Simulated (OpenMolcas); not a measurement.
## Multiconfigurational calculation on Sc

Input:

```
&GATEWAY
Coord
1

Sc 0.0 0.0 0.0
Basis=ANO-L-VQZP
Group=XYZ
NoMove
AngMom=0.0 0.0 0.0
AMFI
&SEWARD
* reference wave functions (RASSCF and RASSI steps not shown): 3 electrons in 6 orbitals (3d 4s)
>>> COPY JOB001 $Project.JobIph
&CASPT2
XMultistate=20 1 2 3 4 5 6 7 8 9 10 11 12 13 14 15 16 17 18 19 20
Frozen=3 6
IPEA=0.1
Imaginary=0.3
MaxIter=60
WThr=0.0 0.3 0.05
PrWF=0.5
NoMix
>>> COPY JOB002 $Project.JobIph
&CASPT2
XMultistate=55 1 2 3 4 5 6 7 8 9 10 11 12 13 14 15 16 17 18 19 20 21 22
23 24 25 26 27 28 29 30 31 32 33 34 35 36 37 38 39 40 41 42 43 44 45 46
47 48 49 50 51 52 53 54 55
Frozen=3 6
IPEA=0.1
Imaginary=0.3
MaxIter=60
WThr=0.0 0.3 0.05
PrWF=0.5
NoMix
```

Launched by
```bash
OMP_NUM_THREADS=1 MOLCAS_MEM=2252 MOLCAS_PROJECT=a pymolcas a.inp > a.log  # once for each step of the input, in one work folder
```

Output, cut to the results:

```
--- CASPT2 ---
Orbital specifications:
      -----------------------

      Symmetry species                           1   2
                                                ag  au
      Frozen orbitals                            3   6
      Inactive orbitals                          0   0
      Active orbitals                            6   0
      Secondary orbitals                        36  33
      Deleted orbitals                           0   0
      Number of basis functions                 45  39
Type of calculation                        XMS-CASPT2
      Fock operator                              state-average
      IPEA shift                                 0.10
      Real shift                                 0.00
      Imaginary shift                            0.30
      The input orbitals will be transformed to quasi-canonical
      The input states will be rotated to diagonalize the Fock operator
Reference energy:        -759.6863061179
      E2 (Non-variational):      -0.0289066085
      Shift correction:          -0.0077065358
      E2 (Variational):          -0.0366131443
      Total energy:            -759.7229192621
      Residual norm:              0.0000002853
      Reference weight:           0.96569
      Contributions to the CASPT2 correlation energy
      Active & Virtual Only:         -0.0289066085
      One Inactive Excited:           0.0000000000
      Two Inactive Excited:           0.0000000000
Reference energy:        -759.6863061179
      E2 (Non-variational):      -0.0293974556
      Shift correction:          -0.0076477229
      E2 (Variational):          -0.0370451785
      Total energy:            -759.7233512964
      Residual norm:              0.0000002850
      Reference weight:           0.96553
      Contributions to the CASPT2 correlation energy
      Active & Virtual Only:         -0.0293974556
      One Inactive Excited:           0.0000000000
      Two Inactive Excited:           0.0000000000
::    XMS-CASPT2 Root  1     Total energy:   -759.72168667
::    XMS-CASPT2 Root  2     Total energy:   -759.72156738
::    XMS-CASPT2 Root  3     Total energy:   -759.72146178
::    XMS-CASPT2 Root  4     Total energy:   -759.72130882
::    XMS-CASPT2 Root  5     Total energy:   -759.72114003
::    XMS-CASPT2 Root  6     Total energy:   -759.72101466
::    XMS-CASPT2 Root  7     Total energy:   -759.72095931
::    XMS-CASPT2 Root  8     Total energy:   -759.69281374
::    XMS-CASPT2 Root  9     Total energy:   -759.69275993
::    XMS-CASPT2 Root 10     Total energy:   -759.69239082
::    XMS-CASPT2 Root 11     Total energy:   -759.60626946
::    XMS-CASPT2 Root 12     Total energy:   -759.60582990
::    XMS-CASPT2 Root 13     Total energy:   -759.60543740
::    XMS-CASPT2 Root 14     Total energy:   -759.60519743
::    XMS-CASPT2 Root 15     Total energy:   -759.60511449
::    XMS-CASPT2 Root 16     Total energy:   -759.60485461
::    XMS-CASPT2 Root 17     Total energy:   -759.60465420
::    XMS-CASPT2 Root 18     Total energy:   -759.58127455
::    XMS-CASPT2 Root 19     Total energy:   -759.58082747
::    XMS-CASPT2 Root 20     Total energy:   -759.58045869
--- CASPT2 ---
Orbital specifications:
      -----------------------

      Symmetry species                           1   2
                                                ag  au
      Frozen orbitals                            3   6
      Inactive orbitals                          0   0
      Active orbitals                            6   0
      Secondary orbitals                        36  33
      Deleted orbitals                           0   0
      Number of basis functions                 45  39
Type of calculation                        XMS-CASPT2
      Fock operator                              state-average
      IPEA shift                                 0.10
      Real shift                                 0.00
      Imaginary shift                            0.30
      The input orbitals will be transformed to quasi-canonical
      The input states will be rotated to diagonalize the Fock operator
Reference energy:        -759.6956934926
      E2 (Non-variational):      -0.0553141130
      Shift correction:          -0.0190878792
      E2 (Variational):          -0.0744019922
      Total energy:            -759.7700954848
      Residual norm:              0.0000002727
      Reference weight:           0.93021
      Contributions to the CASPT2 correlation energy
      Active & Virtual Only:         -0.0553141130
      One Inactive Excited:           0.0000000000
      Two Inactive Excited:           0.0000000000
Reference energy:        -759.6956934926
      E2 (Non-variational):      -0.0553374554
      Shift correction:          -0.0191498790
      E2 (Variational):          -0.0744873344
      Total energy:            -759.7701808270
      Residual norm:              0.0000002749
      Reference weight:           0.93018
      Contributions to the CASPT2 correlation energy
      Active & Virtual Only:         -0.0553374554
      One Inactive Excited:           0.0000000000
      Two Inactive Excited:           0.0000000000
::    XMS-CASPT2 Root  1     Total energy:   -759.76476092
::    XMS-CASPT2 Root  2     Total energy:   -759.76471655
::    XMS-CASPT2 Root  3     Total energy:   -759.76469915
::    XMS-CASPT2 Root  4     Total energy:   -759.76464884
::    XMS-CASPT2 Root  5     Total energy:   -759.76462333
::    XMS-CASPT2 Root  6     Total energy:   -759.70791780
::    XMS-CASPT2 Root  7     Total energy:   -759.70785617
::    XMS-CASPT2 Root  8     Total energy:   -759.70783878
::    XMS-CASPT2 Root  9     Total energy:   -759.70781167
::    XMS-CASPT2 Root 10     Total energy:   -759.70779057
::    XMS-CASPT2 Root 11     Total energy:   -759.70776061
::    XMS-CASPT2 Root 12     Total energy:   -759.70762544
::    XMS-CASPT2 Root 13     Total energy:   -759.69680204
::    XMS-CASPT2 Root 14     Total energy:   -759.69672593
...
```

In XMS-CASPT2 the single-state energies belong to rotated reference states; over a whole degenerate manifold the rotation is arbitrary, and only the multistate roots count.

Levels above the lowest, from the spin-orbit matrix with the multistate effective Hamiltonian, averaged by term, added to it:

```json
{"Configuration": "3d 4s2", "Term": "2D", "J": "3/2", "E (cm-1)": "0.0", "Measured (cm-1)": "0.0", "g": "0.800", "Term weight %": "95", "Second": "5 3d2 4s 2D"}
{"Configuration": "3d 4s2", "Term": "2D", "J": "5/2", "E (cm-1)": "106", "Measured (cm-1)": "168", "g": "1.200", "Term weight %": "95", "Second": "5 3d2 4s 2D"}
{"Configuration": "3d2 4s", "Term": "4F", "J": "3/2", "E (cm-1)": "9500", "Measured (cm-1)": "11520", "g": "0.399", "Term weight %": "100", "Second": ""}
{"Configuration": "3d2 4s", "Term": "4F", "J": "5/2", "E (cm-1)": "9530", "Measured (cm-1)": "11558", "g": "1.029", "Term weight %": "100", "Second": ""}
{"Configuration": "3d2 4s", "Term": "4F", "J": "7/2", "E (cm-1)": "9580", "Measured (cm-1)": "11610", "g": "1.239", "Term weight %": "100", "Second": ""}
{"Configuration": "3d2 4s", "Term": "4F", "J": "9/2", "E (cm-1)": "9650", "Measured (cm-1)": "11677", "g": "1.334", "Term weight %": "100", "Second": ""}
{"Configuration": "3d2 4s", "Term": "2F", "J": "5/2", "E (cm-1)": "12490", "Measured (cm-1)": "14926", "g": "0.857", "Term weight %": "100", "Second": ""}
{"Configuration": "3d2 4s", "Term": "2F", "J": "7/2", "E (cm-1)": "12590", "Measured (cm-1)": "15042", "g": "1.143", "Term weight %": "100", "Second": ""}
{"Configuration": "3d2 4s", "Term": "2D", "J": "5/2", "E (cm-1)": "14990", "Measured (cm-1)": "", "g": "1.202", "Term weight %": "95", "Second": "5 3d 4s2 2D"}
{"Configuration": "3d2 4s", "Term": "2D", "J": "3/2", "E (cm-1)": "14990", "Measured (cm-1)": "", "g": "0.800", "Term weight %": "95", "Second": "5 3d 4s2 2D"}
{"Configuration": "3d2 4s", "Term": "4P", "J": "1/2", "E (cm-1)": "15840", "Measured (cm-1)": "", "g": "2.670", "Term weight %": "100", "Second": ""}
{"Configuration": "3d2 4s", "Term": "4P", "J": "3/2", "E (cm-1)": "15860", "Measured (cm-1)": "", "g": "1.734", "Term weight %": "100", "Second": ""}
{"Configuration": "3d2 4s", "Term": "4P", "J": "5/2", "E (cm-1)": "15900", "Measured (cm-1)": "", "g": "1.600", "Term weight %": "100", "Second": ""}
{"Configuration": "3d2 4s", "Term": "2G", "J": "7/2", "E (cm-1)": "18000", "Measured (cm-1)": "", "g": "0.889", "Term weight %": "100", "Second": ""}
{"Configuration": "3d2 4s", "Term": "2G", "J": "9/2", "E (cm-1)": "18000", "Measured (cm-1)": "", "g": "1.111", "Term weight %": "100", "Second": ""}
{"Configuration": "3d2 4s", "Term": "2P", "J": "1/2", "E (cm-1)": "18730", "Measured (cm-1)": "", "g": "0.666", "Term weight %": "100", "Second": ""}
{"Configuration": "3d2 4s", "Term": "2P", "J": "3/2", "E (cm-1)": "18770", "Measured (cm-1)": "", "g": "1.334", "Term weight %": "100", "Second": ""}
{"Configuration": "3d2 4s", "Term": "2S", "J": "1/2", "E (cm-1)": "26570", "Measured (cm-1)": "", "g": "2.002", "Term weight %": "100", "Second": ""}
```

Against the 7 measured excited levels shown (NIST Handbook of Basic Atomic Spectroscopic Data) the mean absolute deviation is 1900 cm-1; the largest miss in energy is 3d2 4s 2F 7/2: computed 12590, measured 15042 cm-1 (-16.3 %), and the largest in proportion 3d 4s2 2D 5/2 (-37.2 %).

CASPT2 does not keep the components of a term degenerate, so their means are used; among the terms shown or strongly mixed into the levels shown the widest spread is 370 cm-1 (3d2 4s 2G). A single d shell beside an s shell can misplace configurations of different d count against each other. Measured partners are found by configuration, term and J. A level has none where our copy of the source lacks it or the pairing is in doubt (some pairs that miss far off the trend of their configuration count as doubtful), and it then counts in no deviation. Only configurations of the active space appear. The first state left out of the spin-orbit step lies near 40000 cm-1 above the lowest spin-free state of the reference (among the parities and spins computed), and the list stops at four fifths of that energy or lower.

The CASPT2 steps took 17 s on 1 thread of Intel(R) Xeon(R) Platinum 8488C (Sapphire Rapids) (shared host); the integral step is not counted.

The term weight is that of the spin-free term in the level, not the purity of its configuration.
